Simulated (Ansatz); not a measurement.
`O=[CH][GeH2][SiH3]` + `N=[C](O)[GaH2]` → `O/[C]([GaH2])=N/[SiH3]` + `O=[CH][GeH3]`  (cleavage of the Si–Ge bond)

Isolated molecules relaxed with PBE0-D4/def2-TZVP in Ansatz; ΔE leaves out vibrations. CCSD(T)/CBS adds triple-zeta CCSD(T) − MP2 to the extrapolated MP2 energy (def2 sets, frozen cores). DFT in def2-TZVPP. B3LYP here is the variant with VWN-RPA as its local correlation; programs differ in this. For Ga, Ge outer-core shells are correlated without core-valence functions, which leaves a few kJ/mol of doubt a bond. Scalar relativity is left out up to krypton. One conformer a species, not always the lowest.

```tsv
level	ΔE (kJ/mol)
r2SCAN-D4	-41.7
PBE0-D4	-35.5
B3LYP-D4	-39.2
ωB97X-V	-40.6
B2PLYP	-40.0
HF/def2-TZVPP	-43.2
MP2/def2-QZVPP	-48.2
HF/CBS(def2)	-44.5
```

Q: What does CCSD(T)/CBS give? (Best estimate.)

A: The calculation gave: -41.7 kJ/mol. The listed levels differ from it by 0.0, 6.2, 2.5, 1.1, 1.7, -1.5, -6.5, -2.8 kJ/mol.

Largest T1 diagnostic among the species: 0.015.

The D4 term adds −6.1 kJ/mol with B3LYP and −3.1 kJ/mol with PBE0; it sums over pairs of atoms, weighted by their polarisabilities, and B3LYP, whose exchange is more repulsive, gets the larger term. From PBE to PBE0 (25 % exact exchange), in def2-TZVPP and without D4, ΔE moves by −5.0 kJ/mol.
